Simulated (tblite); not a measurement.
A structure optimised at GFN2-xTB (Å):
```
O 
C   1  1.2702
C   2  1.5526  1  115.02
F   3  1.3597  2  116.84  1   168.80
F   3  1.3482  2  111.43  1    49.20
F   3  1.3483  2  112.88  1   -69.48
C   2  1.5678  1  125.29  3   143.68
C   7  1.4987  2   59.85  1   113.40
F   8  1.3746  2  124.45  7  -106.71
F   8  1.3645  2  122.53  7   107.33
H   7  1.0797  2  120.60  8   105.93
H   7  1.0792  2  116.32  8  -105.63
```
Z-matrix in Å and degrees, rows numbered from 1.

Charge -1, singlet.

(1) Which heavy atoms are bonded, and with what formal order?

(2) Write the SMILES.

(3) What is the point group of this geometry?

(4) Which rings does it hold (smallest set)?

(5) Classify the heavy atoms.

(6) What is the arrangement about C7?

(7) What is the arrangement about C3?

Results:

(1) O1–C2 (single); C2–C3 (single); C3–F4 (single); C3–F5 (single); C3–F6 (single); C2–C7 (single); C7–C8 (single); C8–F9 (single); C8–F10 (single); C2–C8 (single). Hydrogens: H11, H12 on C7.

(2) `[O-][C@@]1(C(F)(F)F)CC1(F)F`, [C4H2F5O]-. Among its features: CF3 group, C–F bond and cyclopropane ring.

(3) C1 (no symmetry element, even within 0.4 Å).

(4) C2–C7–C8 (3 members).

(5) O1: alkoxide oxygen; C2: sp3 carbon bound to oxygen; C3: CF3 carbon; F4/F5/F6: fluorine of a CF3 group; C7: three-membered-ring carbon; C8: CF2 carbon; F9: fluorine of a CF2 group; F10: fluorine of a CF2 group.

(6) It has 4 neighbours (C2, C8, H11, H12) and has angles from 59.9° to 120.6°.

(7) It has 4 neighbours (C2, F4, F5, F6) and is distorted tetrahedral (angles from 104.2° to 116.8°).

All values are computed, not measured.
